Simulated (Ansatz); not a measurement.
Two structures of C$_{2}$H$_{7}$In, closed shell, reached by relaxing down either side of one saddle point (PBE0-D4/def2-TZVP). Energies are electronic, without zero-point energy. Computed with Ansatz 0.2.0 (basis: def2-TZVPP and def2-QZVPP); correlated methods freeze the cores. Filled d shells of the heavier atoms are correlated. Core potentials replace the inner electrons of the atoms past krypton. The def2 sets are not built for correlating such inner shells, so the correlated values are less sure here. Extrapolation: Hartree–Fock as exp(−7.88 √X), correlation as X^−2.97. First:

```tsv
atom	x (Å)	y (Å)	z (Å)
In1	-0.4061	-0.4400	-0.4977
H2	-1.2972	-1.4182	-1.6234
C3	-0.4150	1.7058	-0.7284
H4	-0.0481	1.9770	-1.7209
C5	0.6976	-1.3921	1.0938
H6	-1.4367	2.0838	-0.6438
H7	0.2042	2.1963	0.0231
H8	0.1062	-2.1867	1.5521
H9	0.9931	-0.6763	1.8616
H10	1.6020	-1.8497	0.6838
```

Second:

In1  (-0.104, 0.401, 0.501)
H2  (-0.891, -0.847, -2.019)
C3  (-0.362, 2.159, -0.367)
H4  (-0.517, -0.214, -2.173)
C5  (0.727, -1.444, 1.132)
H6  (-1.165, 2.204, -1.101)
H7  (-0.318, 3.033, 0.281)
H8  (-0.064, -2.164, 1.342)
H9  (1.306, -1.284, 2.043)
H10  (1.387, -1.844, 0.361)
(Å)

(1) Which bonds change from the first to the second?

(2) Give the saddle point's structure and its height above each. (An estimate is asked for; the value comes from the calculation.)

The T1 diagnostic stays at or below 0.017. The restricted Hartree–Fock reference is unstable towards an unrestricted one at one or more of these structures.

Results:

(1) C₂H₇In ([CH3][InH][CH3]) → C₂H₅In ([CH2][In][CH3]) + H₂; bonds formed: H2–H4; bonds broken: In1–H2, C3–H4.

(2) By the calculation: 72.71 kcal/mol above the first and 20.85 kcal/mol above the second (CCSD(T) at an estimated basis limit (MP2 extrapolated from triple and quadruple zeta, plus CCSD(T) − MP2 in triple zeta)).
```
10
angstrom
In -0.3061 0.0784 0.3217
H -0.7487 -0.2763 -1.7513
C -0.4785 1.8659 -0.7017
H -0.4031 0.6457 -1.6720
C 0.7426 -1.5647 1.1919
H -1.5081 1.9920 -1.0503
H -0.0716 2.8128 -0.3372
H 0.0394 -2.3534 1.4584
H 1.2839 -1.2473 2.0837
H 1.4499 -1.9533 0.4570
```

Labels in which every atom is bracketed show which atoms are joined, not bond orders.

For scale, one of the runs: CCSD(T)/def2-TZVPP, 210 basis functions, launched by `ansatz run in.yaml --threads 4 --pin off --events-out ev --progress --plain --max-ram 9574MiB`. Hardware: 4 CPU threads of an Arm Neoverse V2, shared host. Wall time 71 s; peak host memory 3.2 GiB.
